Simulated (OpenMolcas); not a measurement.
Pb²⁺: CASPT2 settings compared

| Item | Value |
| --- | --- |
| Program | OpenMolcas 26.06 |
| Basis | ANO-RCC-VDZP [7s6p4d2f1g] |
| Scalar Hamiltonian | DKH2, point nucleus |
| Active space | 2 electrons in 4 orbitals (6s 6p) |
| State averaging | 2S+1 = 3 even, 3 roots (0 in the spin-orbit step); 2S+1 = 1 even, 1 root; 2S+1 = 3 odd, 3 roots; 2S+1 = 1 odd, 3 roots |
| Spin-orbit coupling | state interaction with AMFI integrals over the reference wave functions, term energies averaged over their components |

Methods on the same reference wave functions:
A. CASSCF
B. SS-CASPT2, IPEA 0.15 Eh, sigma2 regulariser 0.4 Eh (closed shells correlated: 4f 5s 5p 5d)
C. SS-CASPT2, IPEA 0.2 Eh, sigma1 regulariser 0.5 Eh (closed shells correlated: 5d)
D. SS-CASPT2, IPEA 0.3 Eh, imaginary shift 0.15 Eh (closed shells correlated: 5d)

Energies in eV above 6s2 1S0, the measured ground level; measured values from Moore, Atomic Energy Levels, vol. III, NSRDS-NBS 35 (1971 reprint of NBS Circular 467, 1958).

```json
{"Level": "6s2 1S0", "A": "0.0000", "B": "0.0000", "C": "0.0000", "D": "0.0000", "Measured": "0.0000"}
{"Level": "6s 6p 3P* 0", "A": "7.0093", "B": "7.641", "C": "7.577", "D": "7.585", "Measured": "7.4883"}
{"Level": "6s 6p 3P* 1", "A": "7.5957", "B": "8.167", "C": "8.107", "D": "8.116", "Measured": "7.9835"}
{"Level": "6s 6p 3P* 2", "A": "9.2777", "B": "9.910", "C": "9.845", "D": "9.853", "Measured": ""}
{"Level": "6s 6p 1P* 1", "A": "12.3686", "B": "11.789", "C": "11.783", "D": "11.812", "Measured": "11.8207"}
```

Deviations, from unrounded energies. A percentage is the sum of absolute deviations over the sum of measured energies, with the sign that they share, or ± where signs differ.

```json
{"Against measurement": "mean absolute deviation (cm-1)", "Levels": "3", "A": "3800", "B": "990", "C": "670", "D": "640"}
{"Against measurement": "other configurations (%)", "Levels": "3", "A": "±5.2", "B": "±1.3", "C": "±0.9", "D": "±0.9"}
```

C, D lie about equally close to measurement and A furthest from it. The largest miss of D in the table is 6s 6p 3P* 1, by +1100 cm-1. The ranking rests on the paired levels alone, and a cruder setting can come out closer through cancelling errors.

Among B to D the level of the table that moves most is 6s 6p 3P* 2, by 520 cm-1 (lowest in C, highest in B).

The lowest spin-free term lies below A's lowest term by 0.491 hartree in B, 0.329 hartree in C, 0.328 hartree in D.

Some high roots are left out of the spin-orbit mixing, which shifts the levels that they would mix with. Spin-orbit splittings of 6p shells tend to come out small when the coupling is added on scalar orbitals. Computed and measured levels are paired by configuration, term and J; levels that our copy of the source lacks, or whose pairing is in doubt (as where it misses far off the trend of its configuration), stay unpaired and out of the deviations. Only configurations of the active space appear.

* marks odd parity.
